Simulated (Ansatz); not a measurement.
Cartesian coordinates in Å:
```
C 0.863 -1.726 -0.039
N 0.275 -0.454 0.086
W -0.654 1.005 0.312
O 0.112 2.028 -1.044
F -0.073 1.292 2.051
F -1.791 2.510 0.664
Cl -2.598 -0.063 -0.238
H 1.350 -2.022 0.895
H 0.092 -2.467 -0.281
H 1.611 -1.734 -0.840
H 0.814 1.630 -1.566
```

Total charge 0; spin multiplicity 1. W takes the def2 core potential.

Question: List the ωB97M-V/def2-TZVPP orbital energies in eV (the Gaussian-basis code of Ansatz). (Best estimate.)

Answer: Ansatz gave: Occupied: -2772.04, -677.73, -676.06, -527.68, -395.81, -283.06, -262.44, -199.90, -199.82, -199.76, -87.91, -50.97, -50.80, -50.76, -35.43, -33.96, -31.56, -27.55, -25.50, -21.43, -18.20, -16.70, -16.38, -16.17, -15.90, -15.60, -15.31, -14.69, -14.03, -13.79, -13.33, -13.22, -12.96, -12.04, -11.84, -10.91, -10.52. Lowest empty: 0.02, 0.06, 0.46, 0.74, 1.13, 2.74, 2.90, 3.91.
